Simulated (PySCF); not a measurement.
Excitations are Tamm–Dancoff values on a coarser integration grid. The basis has no diffuse functions, so Rydberg states are missing or too high.

Cartesian coordinates (Å):
```xyz
10

O      2.1174    -0.0936    -0.7349
C      0.8432    -0.0573    -0.3214
C      0.1955     0.5208     0.7187
C     -1.1810     0.1439     0.5491
C     -1.2385    -0.6160    -0.5614
O      0.0099    -0.7451    -1.1058
H      2.6575     0.4186    -0.1260
H      0.6280     1.1270     1.4953
H     -2.0099     0.4120     1.1813
H     -2.0305    -1.1196    -1.0840
```
Charge 0, multiplicity 1.

Question: What T1 excitation (TDA), LUMO, S1 oscillator strength, S1 excitation (TDA), HOMO, S1–T1 gap (TDA), brightest of the four lowest singlets (TDA) and total energy does M06-2X/def2-TZVP (PySCF) give?

Answer: 
```json
{
 "T1 excitation (TDA)": "4.46 eV",
 "LUMO": "1.36 eV",
 "S1 oscillator strength": "0.001",
 "S1 excitation (TDA)": "5.77 eV",
 "HOMO": "-7.21 eV",
 "S1–T1 gap (TDA)": "1.31 eV",
 "brightest of the four lowest singlets (TDA)": "6.59 eV",
 "total_energy": "-305.2472 Ha"
}
```
